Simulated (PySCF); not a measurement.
## Mayer bond orders and bond lengths

Compound: C6H8F2S.
Numbering: `[CH:1]#[C:2][C@H:3]([S:4][CH2:5][CH3:6])[CH:7]([F:8])[F:9]` (hydrogens: H10 on C1; H11 on C3; H12, H13 on C5; H14, H15, H16 on C6; H17 on C7)

Structure used (GFN2-xTB), in Å, numbered top down from 1:
```xyz
17
C6H8F2S angstrom
C     -1.864    1.352    1.553
C     -1.430    0.493    0.839
C     -0.866   -0.478   -0.065
S      0.056    0.384   -1.420
C      1.453    1.046   -0.446
C      2.527    0.008   -0.182
C     -1.961   -1.323   -0.712
F     -2.732   -1.906    0.239
F     -1.427   -2.336   -1.428
H     -2.258    2.081    2.195
H     -0.169   -1.142    0.454
H      1.037    1.455    0.474
H      1.843    1.861   -1.055
H      2.147   -0.810    0.427
H      2.893   -0.402   -1.120
H      3.359    0.467    0.348
H     -2.617   -0.737   -1.373
```

Bond orders from the PBE0/pcSseg-1 density (PySCF). The structure is a single GFN2-xTB conformer in the gas phase; no vibrational or solvent corrections.

(1) How far do the computed orders between heavy atoms stray from the drawn ones?

(2) Give the Mayer order of every bond, beside its length.

## Answers

(1) The largest departure is 0.463, at C1–C2 (drawn triple, 2.537). Drawn double or triple, more than 0.30 short of the drawn order: C1–C2 (2.537).

(2) 
```
  bond  drawn as  length (Å)  Mayer order
 C1–C2    triple       1.197        2.537
 C2–C3    single       1.442        0.881
 C3–S4    single       1.852        1.036
 S4–C5    single       1.827        1.002
 C5–C6    single       1.517        1.025
 C3–C7    single       1.527        0.990
 C7–F8    single       1.356        0.969
 C7–F9    single       1.351        0.970
C1–H10    single       1.049        1.144
C3–H11    single       1.094        0.884
C5–H12    single       1.090        0.926
C5–H13    single       1.089        0.945
C6–H14    single       1.088        0.964
C6–H15    single       1.087        0.965
C6–H16    single       1.088        0.957
C7–H17    single       1.100        0.944
```

By pair of heavy elements: C–C: lowest C2–C3 (0.881, 1.442 Å), highest C1–C2 (2.537, 1.197 Å); in 2 of the 6 pairs the longer bond (by over 0.003 Å) has the higher order (by 0.02 or more). C–S: lowest S4–C5 (1.002, 1.827 Å), highest C3–S4 (1.036, 1.852 Å); in 1 of the 1 pairs the longer bond (by over 0.003 Å) has the higher order (by 0.02 or more). C–F: all 2 within 0.02 of one another (0.969 to 0.970).

**Question.** Sum the orders of all bonds at each heavy atom with more than one neighbour and set the sums beside the valence in the SMILES.

**Answer.** C1 3.681 (drawn 4), C2 3.418 (drawn 4), C3 3.791 (drawn 4), S4 2.038 (drawn 2), C5 3.898 (drawn 4), C6 3.911 (drawn 4), C7 3.873 (drawn 4). Orders between atoms that aren't bonded are not in these sums.

The Mayer order sums products of elements of PS (density times overlap matrix) between the two atoms' basis functions, so it depends on the basis set.
